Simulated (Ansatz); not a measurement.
Sn₂S, relaxed as a singlet with RKS B3LYP-D4/def2-TZVP in Ansatz, starting from the GFN2-xTB geometry. Force threshold 0.02 eV/Å.

In the def2 sets Sn takes a core potential; there is no spin–orbit coupling. The restricted singlet is unstable towards broken spin symmetry at other levels; at B3LYP-D4/def2-TZVP this wasn't settled. Another isomer (singlet) lies 1.86 eV lower at PBE0-D4/def2-TZVP; other spin states weren't run for this one.

Start:

Cartesian coordinates in Å:
```
Sn -1.5816 1.5947 0.4358
Sn 1.3476 -1.8347 -0.2229
S 0.2340 0.2401 -0.2130
```

Estimate the energy that the relaxation releases and the steps that it takes.

0.01 eV, in 3 steps; 4.2 s on 4 threads of Arm Neoverse V2 on a shared host. No frequencies were taken in this run, so the end may be a saddle point.

Does the start keep its bonding and symmetry?

By distances, no bond broke or formed. The bond that changes most is Sn2–S3, from 2.35 to 2.38 Å (atoms count from 1). Point group C2v at the start, C2v at the end, both within 0.05 Å.

Predict the relaxed structure.


Cartesian coordinates in Å:
```
Sn -1.594 1.611 0.438
Sn 1.362 -1.850 -0.227
S 0.232 0.239 -0.212
```
Bond lengths (bridged metal pairs left out): 2 × S–Sn 2.38 Å.
